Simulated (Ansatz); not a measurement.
Cost and result for the atomization energy of C8H18Cl2O2Si, SMILES `CC(C)(C)O[Si](Cl)(Cl)OC(C)(C)C` (31 atoms, 30 bonds).

```xyz
31

C    -2.386    3.042   -0.250
C    -1.691    1.694   -0.205
C    -1.577    1.100   -1.599
C    -2.408    0.742    0.738
O    -0.383    1.958    0.335
Si    0.999    1.146    0.300
Cl    2.124    1.887    1.830
Cl    2.037    1.542   -1.427
O     0.728   -0.430    0.455
C     1.492   -1.640    0.315
C     1.369   -2.105   -1.127
C     0.847   -2.637    1.261
C     2.945   -1.407    0.693
H    -1.846    3.726   -0.907
H    -2.424    3.480    0.749
H    -3.407    2.932   -0.622
H    -2.572    0.946   -2.021
H    -1.023    1.769   -2.260
H    -1.068    0.134   -1.573
H    -3.428    0.561    0.391
H    -2.454    1.170    1.742
H    -1.882   -0.212    0.792
H     1.806   -1.373   -1.808
H     0.319   -2.246   -1.391
H     1.888   -3.056   -1.264
H     0.907   -2.277    2.290
H     1.351   -3.603    1.199
H    -0.205   -2.778    1.005
H     3.414   -0.677    0.029
H     3.026   -1.047    1.719
H     3.502   -2.342    0.610
```

Total charge 0; spin multiplicity 1. The geometry is a stationary point of PBE0-D4/def2-TZVP. It is one conformer, not always the lowest. Program: Ansatz. All runs use 11 threads of an AMD EPYC 7R13 on a shared host and a whole NVIDIA H100 80 GB. Times are those of one run each, without the atoms' runs, and a repeat can differ threefold. Electronic energies, without spin–orbit coupling; frozen cores. CCSD(T)/CBS adds CCSD(T) − MP2 in def2-TZVPP to the MP2 limit, and its time is that of the two runs behind it. T1 = 0.010. HSE06 is the plane-wave form, built on full-range PBE exchange.

CCSD(T)/CBS is a level of theory with its own doubt, some kJ/mol a heavy atom from the limit and from the frozen cores, so smaller differences don't rank the functionals.

```json
{"level": "revPBE-D4/def2-TZVPP", "functions": "688", "wall time": "20 s", "atomization (kcal/mol)": "2980.8", "difference from CCSD(T)/CBS": "-16.2", "per bond": "-0.5"}
{"level": "r2SCAN-D4/def2-TZVPP (with forces)", "functions": "688", "wall time": "21 s", "atomization (kcal/mol)": "3005.2", "difference from CCSD(T)/CBS": "8.2", "per bond": "0.3"}
{"level": "PBE-D4/def2-TZVPP (with forces)", "functions": "688", "wall time": "22 s", "atomization (kcal/mol)": "3047.0", "difference from CCSD(T)/CBS": "50.0", "per bond": "1.7"}
{"level": "CCSD(T)/def2-SVP", "functions": "284", "wall time": "23 s", "atomization (kcal/mol)": "2858.5", "difference from CCSD(T)/CBS": "-138.5", "per bond": "-4.6"}
{"level": "PBE0-D4/def2-TZVPP", "functions": "688", "wall time": "25 s", "atomization (kcal/mol)": "3009.1", "difference from CCSD(T)/CBS": "12.1", "per bond": "0.4"}
{"level": "BHLYP-D4/def2-TZVPP", "functions": "688", "wall time": "33 s", "atomization (kcal/mol)": "2919.7", "difference from CCSD(T)/CBS": "-77.3", "per bond": "-2.6"}
{"level": "ωB97M-V/def2-TZVPP (with forces)", "functions": "688", "wall time": "34 s", "atomization (kcal/mol)": "3006.1", "difference from CCSD(T)/CBS": "9.1", "per bond": "0.3"}
{"level": "HSE06-D4/def2-TZVPP", "functions": "688", "wall time": "38 s", "atomization (kcal/mol)": "3010.6", "difference from CCSD(T)/CBS": "13.6", "per bond": "0.5"}
{"level": "CAM-B3LYP-D4/def2-TZVPP", "functions": "688", "wall time": "45 s", "atomization (kcal/mol)": "3005.4", "difference from CCSD(T)/CBS": "8.4", "per bond": "0.3"}
{"level": "r2SCANh-D4/def2-TZVPP", "functions": "688", "wall time": "60 s", "atomization (kcal/mol)": "2991.4", "difference from CCSD(T)/CBS": "-5.6", "per bond": "-0.2"}
{"level": "MP2/def2-QZVPP", "functions": "1320", "wall time": "70 s", "atomization (kcal/mol)": "3018.3", "difference from CCSD(T)/CBS": "21.3", "per bond": "0.7"}
{"level": "CCSD(T)/def2-TZVPP", "functions": "688", "wall time": "11 min", "atomization (kcal/mol)": "2926.4", "difference from CCSD(T)/CBS": "-70.6", "per bond": "-2.4"}
{"level": "CCSD(T)/CBS(def2)", "functions": "–", "wall time": "13 min", "atomization (kcal/mol)": "2997.0", "difference from CCSD(T)/CBS": "0.0", "per bond": "0.0"}
```

In def2-TZVPP, CCSD(T) changes the Hartree–Fock value by +691.0 kcal/mol (the triples alone add +41.6 kcal/mol) and MP2 by +741.3 kcal/mol; breaking electron pairs costs correlation energy, which Hartree–Fock lacks. From BLYP to BHLYP (50 % exact exchange), in def2-TZVPP and without D4, the atomization energy moves by −31.8 kcal/mol: exact exchange takes away binding that semilocal exchange gives to molecules. At CCSD(T), def2-SVP lies −138.5 kcal/mol from the extrapolated value and def2-TZVPP −70.6 kcal/mol: correlation converges slowly with the basis, and small sets miss more of it in the bonded molecule than in its fragments.
